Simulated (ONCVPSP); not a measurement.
## An all-electron radial function and its pseudo partner (Zr (Z = 40))

Columns: radius, all-electron u(r) and pseudo u(r) of the 4s shell (level -54.50 eV) of zirconium in the configuration [Ar] 3d10 4s2 4p6 4d2 5s2; PBE, scalar-relativistic, ONCV scheme, ONCVPSP 4.0.1.

```
r (bohr)  all-electron  pseudo
   0.120        0.3452  0.1226
   0.240       -0.2930  0.2505
   0.360       -0.5536  0.3859
   0.480       -0.2666  0.5261
   0.600        0.1921  0.6633
   0.720        0.5955  0.7861
   0.840        0.8683  0.8825
   0.960        1.0117  0.9432
   1.080        1.0517  0.9635
   1.200        1.0198  0.9442
   1.320        0.9438  0.8915
   1.440        0.8452  0.8144
   1.560        0.7389  0.7234
   1.680        0.6343  0.6277
   1.800        0.5370  0.5347
   1.920        0.4496  0.4490
   2.040        0.3732  0.3731
   2.160        0.3077  0.3076
   2.280        0.2522  0.2522
   2.400        0.2058  0.2058
   2.520        0.1673  0.1673
   2.640        0.1356  0.1355
   2.760        0.1096  0.1095
   2.880        0.0884  0.0883
   3.000        0.0711  0.0711
   3.120        0.0572  0.0571
```

Task: How many radial nodes do the two functions have?

Result: The all-electron 4s function has n − l − 1 = 3 (the table is too coarse to show those close to the nucleus); the pseudo-wave has 0, since the states of the same l below it are removed with the core.

Task: At about which radius was the pseudo-wave matched?

Result: 2.20 bohr. The columns agree to 0.0005 from 2.04 bohr on; several derivatives are matched, so the curves merge somewhat inside the radius.

Task: Where does each function peak?

Result: Outermost all-electron maximum near 1.08 bohr, pseudo maximum near 1.08 bohr (to the table’s step).

Task: Is the pseudo-wave norm-conserving?

Result: Yes: the ONCV scheme keeps the norm inside the radius equal to the all-electron one, which fixes the energy derivative of the logarithmic derivative at the level.
